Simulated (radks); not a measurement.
Results of a calculation; reference values are marked as such.
Isoelectronic series with 20 electrons, each ion in its NIST ground configuration. Level of theory: Dirac Kohn-Sham, LDA (Slater exchange, Perdew-Wang correlation), spin-unpolarised, spherical densities, finite nucleus; open shells fill j = l - 1/2 first; Fermi nuclear charge, rms radius of each element as measured or else 0.836 A^(1/3) + 0.57 fm (a radial shooting solver on a logarithmic mesh with Libxc functionals). Total energies (hartree) and mean radii <r> (bohr) (* marks an orbital that is empty in some or all of the ions):

| ion | configuration | E (hartree) | 4s1/2* | 3p3/2 | 3p1/2 |
|---|---|---|---|---|---|
| Ca | [Ar] 4s2 | -678.69488 | 3.973 | 1.277 | 1.268 |
| Sc+ | [Ar] 3d1 4s1 | -762.06594 | 3.334 | 1.172 | 1.163 |
| Ti2+ | [Ar] 3d2 | -850.95009 | 2.894 | 1.087 | 1.079 |
| V3+ | [Ar] 3d2 | -945.17694 | 2.492 | 0.9971 | 0.9893 |
| Cr4+ | [Ar] 3d2 | -1044.70900 | 2.203 | 0.9202 | 0.9127 |
| Mn5+ | [Ar] 3d2 | -1149.54744 | 1.983 | 0.8542 | 0.8470 |
| Fe6+ | [Ar] 3d2 | -1259.69986 | 1.808 | 0.7973 | 0.7902 |
| Co7+ | [Ar] 3d2 | -1375.17721 | 1.664 | 0.7476 | 0.7406 |
| Ni8+ | [Ar] 3d2 | -1495.99311 | 1.544 | 0.7038 | 0.6969 |
| Cu9+ | [Ar] 3d2 | -1622.16228 | 1.440 | 0.6650 | 0.6581 |
| Zn10+ | [Ar] 3d2 | -1753.70205 | 1.351 | 0.6303 | 0.6234 |
| Ga11+ | [Ar] 3d2 | -1890.63024 | 1.272 | 0.5991 | 0.5922 |
| Ge12+ | [Ar] 3d2 | -2032.96624 | 1.203 | 0.5709 | 0.5639 |
| As13+ | [Ar] 3d2 | -2180.73100 | 1.141 | 0.5453 | 0.5383 |
| Se14+ | [Ar] 3d2 | -2333.94574 | 1.085 | 0.5218 | 0.5148 |
| Br15+ | [Ar] 3d2 | -2492.63356 | 1.035 | 0.5004 | 0.4932 |
| Kr16+ | [Ar] 3d2 | -2656.81816 | 0.9891 | 0.4806 | 0.4734 |
| Rb17+ | [Ar] 3d2 | -2826.52466 | 0.9472 | 0.4623 | 0.4551 |
